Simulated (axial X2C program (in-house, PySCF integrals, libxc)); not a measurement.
## Low determinants of CuH⁻ at the PBE0 level, two-component

All values were computed with an axial X2C code built on PySCF integrals. Two-component (2c) means X2C with spin–orbit coupling and atomic mean-field two-electron Coulomb and Gaunt terms. Basis: Cu dyall-acv3z [10s10p7d4f2g], H dyall-av3z [7s3p2d] (cores contracted in-house); Gaussian nuclei, density fitting, unrestricted open shells. Masses: Cu 62.930 u, H 1.008 u.

Search at 1.526 Å (vertical energies from the lowest determinant):

| ΔE (eV) | state | electrons beyond evenly filled partner blocks | electrons in ±ω = 1/2, 3/2, 5/2, 7/2 |
| --- | --- | --- | --- |
| 0.00 | Ω = 1/2 | ω = 1/2 | 21 8 2 0 |
| 0.71 | Ω = 3/2 | ω = 3/2 | 20 9 2 0 |
| 2.73 | Ω = 5/2 | 2 × ω = 1/2, ω = 3/2 | 20 9 2 0 |
| 2.84 | Ω = 3/2 | 3 × ω = 1/2 | 21 8 2 0 |
| 2.84 | Ω = 1/2 | 2 × ω = -1/2, ω = 3/2 | 20 9 2 0 |
| 3.15 | Ω = 5/2 | ω = 5/2 | 22 8 1 0 |
| 3.71 | Ω = 9/2 | ω = 1/2, ω = 3/2, ω = 5/2 | 21 9 1 0 |

Lowest determinant, Ω = 1/2 (⟨Sz⟩ = 0.50, ⟨Lz⟩ = 0.00 at PBE0): Re = 1.523 Å, ωe = 1646.2 cm⁻¹.

The determinant in row 2 of the search, Ω = 3/2 (⟨Sz⟩ = 0.50, ⟨Lz⟩ = 1.00 at PBE0), was followed along the bond at PBE0; measured from the minimum of the lowest determinant it gives:

Te = 0.683 eV (5513 cm⁻¹), Re = 1.462 Å, ωe = 1949.7 cm⁻¹.

**Question.** Compare the bond of the determinant in row 2 with that of the lowest one.

**Answer.** At PBE0 its Re is 0.061 Å shorter and its force constant, which goes as ωe², is 1.40 times that of the lowest determinant. T0 ≈ Te + Δωe/2 = 5513 + (152) = 5665 cm⁻¹.

The search compares states at one distance, so a state with another bond length can lie lower; it is not exhaustive and yields mostly the lowest determinant of each block pattern, so other components and higher states of one pattern are missing. These are energies of single determinants, not of spin-adapted states; PBE0 term energies can be off by some tenths of an eV, and the functional has no current term. For an anion, determinants above electron detachment are held by the basis set. The highest occupied level of some functionals is positive through self-interaction error; at Hartree–Fock it is bound. Row 1 has a positive highest level at its minimum. Row 2 has a positive highest level at its minimum.
